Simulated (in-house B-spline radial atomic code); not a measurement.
**RPA and G0W0 on r2SCAN0: Ti VIII (Ti7+)**

Configuration [Ne] 3s2 3p3, highest spin, mean-field start r2SCAN0. Computed with a B-spline radial code for spherical atoms: all electrons, non-relativistic, point nucleus, each spin shell either full or empty, empty states to l = 9 with an (l + 1/2)⁻⁴ tail; G0W0 by contour deformation at full frequency.

Command:
```bash
python run_gw.py task.json out
```
Settings (radii: box in bohr, nucleus in fm):
```
Z                        22
electrons                15
configuration            [Ne] 3s2 3p3
hamiltonian              nr
method                   r2scan0
lmax                     9
spin_polarised           True
box_radius               8.41
intervals                48
```

Cost of the run: 2 s on 1 thread of Arm Neoverse N1, with other jobs on the host.

Energies (hartree):

| term | value |
| --- | --- |
| mean-field total | -832.73815 |
| Hartree-Fock functional on these orbitals | -832.14842 |
| direct second order | -1.0487 |
| second-order exchange | 0.38097 |
| SOSEX correction | 0.34996 |

Task: What is the RPA correlation energy, and what remains with SOSEX?

Result: RPA gives -0.93781 hartree (-1.7 eV per electron); RPA + SOSEX gives -0.58785, and the second-order doubles -0.66777 hartree (no singles). SOSEX takes back 37 % of the RPA value.

Quasi-particle levels (eV):

| level | occupied | mean field | Σx - vxc | Σc | QP weight | G0W0 |
| --- | --- | --- | --- | --- | --- | --- |
| 3p up | yes | -161.43 | -7.44 | ? | ? | ? |
| 3s down | yes | -177.49 | -5.21 | -3.32 | 0.966 | -186.01 |
| 2p down | yes | -594.52 | -25.53 | 6.42 | 0.948 | -613.63 |
| 3p down | no | -147.07 | 9.42 | -3.33 | 0.962 | -140.98 |

G0W0 = mean field + (Σx - vxc) + Σc, with Σc (partial-wave tail included) taken at the quasi-particle energy. Only the outer levels were computed. Levels of low weight are left out.

Task: Where does G0W0 put 3p up?

Result: At -169.22 eV, with Σc = -0.35 eV and a quasi-particle weight of 0.963. The tabulated removal energy is 170.5 ± 0.4 eV (NIST, semi-empirical); the calculation leaves out relativity, Breit and QED terms, and what these don't explain is the method's own error.
